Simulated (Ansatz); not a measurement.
`[F][Ge]([F])([F])[Cl]`, charge 0, multiplicity 1.

Problem. Give a relaxed structure at PBE0-D4/def2-TZVP (Ansatz 0.2.0). (An estimate is asked.)

Solution. The calculation gave: 
Z-matrix (Å, degrees):
```
Ge
F 1 1.698
F 1 1.698 2 107.7
Cl 1 2.086 2 111.2 3 122.1
F 1 1.698 2 107.7 3 -115.8
```
Point group C3v.
